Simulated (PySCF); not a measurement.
Electron correlation in Pt (platinum, neutral)

Starting occupation: [Xe] 4f14 5d9 6s1, 5d3/2 with m_j = -3/2, -1/2, +1/2, +3/2, 5d5/2 with m_j = -3/2, -1/2, +1/2, +3/2, +5/2, 6s1/2 with m_j = +1/2. All numbers are calculated (PySCF 2.14, X2C-1e with screened-nucleus spin-orbit coupling, Gaussian nucleus, in x2c-SVPall-2c with one added diffuse shell each of s, d type (8s9p10d2f, 99 functions)). Frozen: [Kr] 4d10 4f14; 18 electrons correlated; the 22 highest virtual spinors left out.

MP2 pair energies summed by pair of shells (mhartree):

| pair | energy | share (%) |
| --- | --- | --- |
| 5d3/2-5d5/2 | -87.62 | 30.0 |
| 5d5/2-5d5/2 | -48.76 | 16.7 |
| 5d3/2-5d3/2 | -29.34 | 10.0 |
| 5d5/2-5p3/2 | -27.64 | 9.5 |
| 5d3/2-5p3/2 | -20.57 | 7.0 |
| 5d5/2-6s1/2 | -13.91 | 4.8 |
| 5p3/2-5p3/2 | -12.35 | 4.2 |
| 5p1/2-5p3/2 | -9.73 | 3.3 |
| 5d3/2-6s1/2 | -8.84 | 3.0 |
| 5d5/2-5p1/2 | -8.53 | 2.9 |
| 5d3/2-5p1/2 | -6.77 | 2.3 |
| 5d5/2-5s1/2 | -3.59 | 1.2 |
| 5p3/2-5s1/2 | -3.21 | 1.1 |
| 5d3/2-5s1/2 | -2.92 | 1.0 |
| 5p1/2-5p1/2 | -2.45 | 0.8 |
| 5p3/2-6s1/2 | -2.11 | 0.7 |
| 5s1/2-5s1/2 | -1.73 | 0.6 |
| 5p1/2-5s1/2 | -1.44 | 0.5 |
| 5p1/2-6s1/2 | -0.58 | 0.2 |
| 5s1/2-6s1/2 | -0.28 | 0.1 |

Total MP2 correlation energy: -292.38 mhartree.

This basis was not built for core-valence correlation, so the inner-shell part is incomplete.
